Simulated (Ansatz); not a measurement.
Ideal-gas functions of C2HAlClF (`C#[C][Al]([F])[Cl]`) at 400 K and 1 bar, from an Ansatz frequency run at PBE0-D4/def2-TZVP.

Molar mass 106.46 g/mol, point group Cs (symmetry number 1), electronic degeneracy 1, moments of inertia 115.166, 249.194, 364.36 u Å². Harmonic wavenumbers (cm⁻¹, unscaled): 98, 146, 196, 298, 299, 466, 666, 735, 759, 886, 2144, 3457.

Use S(trans) = R[1.5 ln M + 2.5 ln T − 1.1517]; rotational temperatures θ = 24.2544 K / I; S(rot) = R[ln(√π/σ · √(T³/θAθBθC)) + 1.5]; for each mode x = 1.438777 ν̃/T, S = R[x/(eˣ − 1) − ln(1 − e⁻ˣ)] and H = RT x/(eˣ − 1); 1 cm⁻¹ = 0.0119627 kJ/mol; R = 8.31446 J/(mol·K).

**Question.** By hand: the entropy, in J/(mol·K).

**Answer.** Translation 173.2. Rotation: θ = 0.2106, 0.0973, 0.0666 K, giving 119.4. Vibration, mode by mode: 17.03, 13.76, 11.39, 8.12, 8.10, 4.93, 2.79, 2.30, 2.14, 1.49, 0.03, 0.00, in all 72.1. Electronic 0.0. Sum 364.7 J/(mol·K).

**Question.** By hand: H − E and G − E in kJ/mol, counted from the electronic energy.

**Answer.** Zero-point energy ½ × 10150 × 0.0119627 = 60.7; thermal vibration 15.2; translation, rotation and pV give 4 RT = 13.3. H − E = 89.2 kJ/mol, and G − E = 89.2 − 400 × 364.7/1000 = -56.7 kJ/mol.

Vibration gives 20 % of the entropy, 30.8 J/(mol·K) of it from the modes under 150 cm⁻¹: soft modes count most, and the harmonic formula is weakest for them.
